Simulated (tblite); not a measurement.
Species: C2H5BF2O.
Geometry (GFN2-xTB, Å), atoms numbered from 1 in this order:
```
atom  x, y, z in Å
C1    -1.625    0.197   -0.275
C2    -0.275   -0.464   -0.048
O3     0.699    0.553    0.184
B4     1.986    0.336    0.341
F5     2.554   -0.867    0.305
F6     2.806    1.348    0.551
H7    -2.382   -0.562   -0.446
H8    -1.899    0.786    0.596
H9    -1.577    0.857   -1.136
H10   -0.307   -1.127    0.823
H11    0.025   -1.054   -0.921
```

Calculated harmonic vibrations of the isolated species, GFN2-xTB (tblite), most abundant isotopes, no scaling. Errors from tens to a few hundred cm⁻¹ against measured bands are possible. One conformer, not necessarily the lowest. The optimisation stopped once no atom felt more than 0.01 eV/Å.

Lowest wavenumbers of the output (negative numbers stand for imaginary wavenumbers):
```
mode    cm-1
  1     -45.1
  2     125.7
  3     148.2
  4     225.9
  5     314.2
  6     411.4
  7     492.6
  8     542.8
  9     799.2
 10     819.0
 11     963.8
 12    1086.6
 13    1111.1
 14    1137.5
 15    1248.4
```

Question: Is this structure a minimum?

Answer: Not by this Hessian. 1 mode is imaginary beyond 20i (45i cm⁻¹), so at this level the point lies at or near a first-order saddle. The curvature is small, so loose convergence or finite differences may be the whole cause.

Question: Which atoms move in the imaginary mode?

Answer: 45i: C2 (sp3 carbon bound to oxygen) 19 %, C1 (methyl carbon) 17 %, O3 (boron-bound oxygen) 16 %, F5 (boron-bound fluorine) 15 %. These are shares of the mass-weighted motion.

Question: What is the remedy?

Answer: Step along that mode in both directions, optimise again with tighter thresholds and repeat the frequencies. The zero-point energy of this point (49.0 kcal/mol) counts the 26 real modes alone, and thermal corrections from it aren't those of a minimum.
